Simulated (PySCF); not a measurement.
A side-by-side comparison of computed properties.

First species: C7H13PS.
SMILES: `C/C=C/P1CCSCC1`

Second species: C8H8O.
Z-matrix (Å and degrees, GFN2-xTB geometry), rows numbered from 1:
```
C 
C   1  1.3208
C   2  1.4742  1  137.05
C   3  1.3542  2   92.84  1  -179.03
C   4  1.4662  3   92.64  2    -0.29
C   5  1.3362  2  135.88  1    -1.55
C   6  1.4695  5  122.63  2  -179.78
C   7  1.5113  6  114.05  5   178.26
O   7  1.2120  6  123.54  5    -1.77
H   1  1.0763  2  121.52  3   179.36
H   1  1.0770  2  121.50  3    -0.52
H   3  1.0740  2  132.61  1     0.87
H   4  1.0716  3  135.65  2   179.72
H   6  1.0807  5  119.93  2     0.01
H   8  1.0884  7  109.61  6    59.12
H   8  1.0868  7  110.14  6   179.77
H   8  1.0886  7  109.69  6   -59.56
```

Levels: PBE0/pcSseg-1 for HOMO energy, LUMO energy and HOMO–LUMO gap. Geometries: GFN2-xTB. Each species is one conformer at its optimised geometry, gas phase, non-relativistic unless stated; the electronic structure was computed with PySCF and density fitting.

Dipoles, sizes and rotational constants follow the conformer. The torsions of the flexible species, by atom-mapped SMILES:
- `[CH2:1]=[C:2]1[CH:3]=[CH:4]/[C:5]1=[CH:6]\[C:7]([CH3:8])=[O:9]`: C5–C6–C7–C8 178°

The conformers of `C/C=C/P1CCSCC1` aren't listed.

```tsv
property	column X	column Y
HOMO energy	-7.08 eV	-6.26 eV
LUMO energy	-1.90 eV	-0.11 eV
HOMO–LUMO gap	5.18 eV	6.15 eV
```

Problem. Which column belongs to which species?

Solution. Column X is the second species and column Y the first. The first has 22 atoms and 86 electrons, the second 17 and 64.

Problem. How does each property change from the first species to the second?

Solution. HOMO energy -0.82 eV; LUMO energy -1.79 eV; HOMO–LUMO gap -0.97 eV.

On the first:  GFN2-xTB frequencies show an imaginary mode (41i cm⁻¹), so this geometry is no minimum at that level.

